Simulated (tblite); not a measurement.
Species: C4H2F3OP.
SMILES with atom numbers: `[F:1][C:2]([F:3])([F:4])[c:5]1[o:6][cH:7][cH:8][p:9]1` (hydrogens: H10 on C7; H11 on C8)

Computed with GFN2-xTB (tblite), gas phase: L-BFGS steps from a force-field or distance-geometry start until the largest atomic force falls under 0.01 eV/Å.

Geometry at step 1:
```
atom  x, y, z in Å
F1     -2.1663   -0.1535    1.5508
C2     -1.9673    0.0384    0.2148
F3     -2.4843    1.2408   -0.1323
F4     -2.5955   -0.9659   -0.4473
C5     -0.4983    0.1523   -0.0636
O6      0.3418   -0.7971    0.4825
C7      1.6325   -0.6112    0.1936
C8      1.9686    0.4530   -0.5785
P9      0.4398    1.3264   -0.9952
H10     2.3160   -1.3304    0.6081
H11     3.0186    0.6498   -0.8589
```

**Question.** What forces act on the atoms?

**Answer.** 
```json
{"atom": "F1", "Fx (eV/Å)": "-0.335", "Fy (eV/Å)": "0.081", "Fz (eV/Å)": "-0.887"}
{"atom": "C2", "Fx (eV/Å)": "1.064", "Fy (eV/Å)": "0.355", "Fz (eV/Å)": "0.258"}
{"atom": "F3", "Fx (eV/Å)": "-0.520", "Fy (eV/Å)": "-0.780", "Fz (eV/Å)": "0.157"}
{"atom": "F4", "Fx (eV/Å)": "0.202", "Fy (eV/Å)": "0.867", "Fz (eV/Å)": "0.469"}
{"atom": "C5", "Fx (eV/Å)": "2.396", "Fy (eV/Å)": "-0.192", "Fz (eV/Å)": "-0.547"}
{"atom": "O6", "Fx (eV/Å)": "-0.283", "Fy (eV/Å)": "0.101", "Fz (eV/Å)": "-0.082"}
{"atom": "C7", "Fx (eV/Å)": "-0.457", "Fy (eV/Å)": "0.043", "Fz (eV/Å)": "0.054"}
{"atom": "C8", "Fx (eV/Å)": "-0.650", "Fy (eV/Å)": "0.163", "Fz (eV/Å)": "-0.098"}
{"atom": "P9", "Fx (eV/Å)": "-0.171", "Fy (eV/Å)": "-0.599", "Fz (eV/Å)": "0.456"}
{"atom": "H10", "Fx (eV/Å)": "-0.129", "Fy (eV/Å)": "-0.138", "Fz (eV/Å)": "0.112"}
{"atom": "H11", "Fx (eV/Å)": "-1.117", "Fy (eV/Å)": "0.099", "Fz (eV/Å)": "0.109"}
```

The largest, 2.47 eV/Å, acts on C5; the rms over all components is 0.625 eV/Å. The forces sum to zero within rounding, as they must for an isolated molecule in no field.

**Question.** Give the force on C5 in Eh/bohr and in nN.

**Answer.** 2.465 eV/Å ÷ 51.422 = 0.04794 Eh/bohr, and 2.465 eV/Å × 1.602 = 3.95 nN.

**Question.** How far is this geometry from the end of the optimisation?

**Answer.** 0.329 eV above it, and 0.143 Å rms away after alignment. The bonds farthest from their final lengths, with half the difference of the two atoms' forces along the bond (positive lengthens):

```
  bond  now (Å)  final (Å)  force along bond (eV/Å)
 C5–P9    1.768      1.717                    -1.08
 C8–P9    1.809      1.766                    -0.45
 C5–O6    1.380      1.348                    -0.82
C8–H11    1.104      1.073                    -0.25
 F1–C2    1.364      1.344                    -0.44
 C2–F3    1.354      1.341                    -0.19
```

The angle farthest from its final value is P9–C8–H11, 131.2° against 124.9°.

Of the 6 listed bonds off by 0.010 Å or more, this force points towards the final length in 6.

The cost below is that of the whole relaxation. On one thread, Arm Neoverse V1 (aarch64), no GPU (shared host), this took 0.31 s wall.
